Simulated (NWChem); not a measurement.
Molecule: SiH₃Cl; SMILES [SiH3]Cl

All runs: NWChem. The geometry was optimised at PBE0/def2-SVP. Level: PBE0/aug-cc-pVDZ; rows give the wavelength of the field.

Question: Among these, which field gives the highest value of “anisotropy (bohr³)”?
A. static
B. 1065 nm
C. 400 nm
D. 589 nm

Answer: C, 400 nm. Values: static 11.1; 1065 nm 11.2; 589 nm 11.6; 400 nm 12.2
